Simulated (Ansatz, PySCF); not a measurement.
O2Se. Atoms are numbered in the order given.

```xyz
3

O      0.0000    -1.3396    -0.5939
Se     0.0000     0.0000     0.2795
O      0.0000     1.3396    -0.5939
```
Charge 0, spin multiplicity 1.

Coordinates come from a PBE0-D3(BJ)/def2-TZVP optimisation.

Vertical ionisation energy (IE) and electron affinity (EA) in eV. Rows of orbital energies are one-electron estimates. Where ΔSCF, EOM or ADC give a negative EA the extra electron is unbound and the value depends on the basis.

| level | IE | EA |
|---|---|---|
| −ε(HOMO), −ε(LUMO), M06-2X/def2-TZVPD (PySCF) | 10.80 | 3.28 |
| −ε(HOMO), −ε(LUMO), PBE/def2-TZVPD (PySCF) | 7.73 | 4.95 |
| ADC(2)/aug-cc-pVDZ (PySCF) | (withheld) | (withheld) |
| ΔSCF, PBE0/def2-TZVPD (Ansatz), final states of multiplicity 2 and 2 | 11.79 | 1.78 |
| ΔSCF, PBE/def2-TZVPD (Ansatz), final states of multiplicity 2 and 2 | 11.55 | 1.49 |

Task: What belongs in the gaps? (The exact figures need the calculation; the answer reports its results.)

Result: 
- ADC(2)/aug-cc-pVDZ (PySCF), IE: 9.93
- ADC(2)/aug-cc-pVDZ (PySCF), EA: 1.30

Task: What vertical singlet–triplet gap does ΔSCF give with PBE0/def2-TZVPD (Ansatz, a first-principles code) and with PBE/def2-TZVPD (Ansatz)? (An estimate is asked for; the answer gives what the named calculation found.)

Result: 2.32 and 2.47 eV (triplet above singlet where positive).

Task: Beyond the first one, list the lowest photoelectron lines from ADC(2)/aug-cc-pVDZ in PySCF with their pole strengths (two spins summed). (Estimate from the structure and the level; the computed values follow.)

Result: 9.99 eV (1.64), 11.08 eV (1.63), 13.66 eV (1.60), 13.77 eV (1.63), 14.04 eV (1.66).
